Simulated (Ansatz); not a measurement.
The same path of C3H5B (9 atoms, charge 0, multiplicity 1) was run 3 times with different band settings. The coordinate that changes most is the dihedral C2–C3–C4–H8.

Computed with Ansatz, RKS PBE-D4/def2-SVP.

Relaxed end points:

```xyz
9
Properties=species:S:1:pos:R:3
B -0.678 1.813 -1.456
C -0.024 0.928 -0.639
C 0.612 0.061 0.162
C 0.014 -1.160 0.789
H -1.247 2.584 -2.166
H 1.684 0.233 0.408
H 0.592 -2.065 0.499
H -1.047 -1.295 0.505
H 0.093 -1.099 1.897
```

```xyz
9
Properties=species:S:1:pos:R:3
B -0.668 1.969 -1.244
C -0.029 0.888 -0.692
C 0.593 -0.168 -0.150
C 0.017 -1.105 0.866
H -1.220 2.910 -1.724
H 1.638 -0.400 -0.457
H 0.643 -1.103 1.786
H 0.049 -2.150 0.486
H -1.024 -0.841 1.130
```

Common settings: spring 5.0 eV/Å²; optimiser quadratic models (default); start path through a guess of the saddle point; force threshold 0.03 eV/Å; end points relaxed.

| run | movable images | climbing image | iteration limit |
| --- | --- | --- | --- |
| 1 | 9 | yes | 60 |
| 2 | 3 | no | 60 |
| 3 | 9 | yes | 6 |

What does each run give, and how far can it be trusted?

Run 1: converged after 6 iterations, highest image 0.063 eV above the first end. A vibrational analysis at the climbing image gives one clearly imaginary mode, 186i cm⁻¹: a first-order saddle point.
Run 2: converged after 6 iterations, highest image 0.063 eV above the first end. No image climbed, so the highest image needn't sit at the top of the path. So few images can step over the top or miss a turn of the path.
Run 3: converged after 6 iterations, highest image 0.063 eV above the first end. Another band between the same ends (9 images) ends at a top of the same energy, where a vibrational analysis finds 1 clearly imaginary mode.
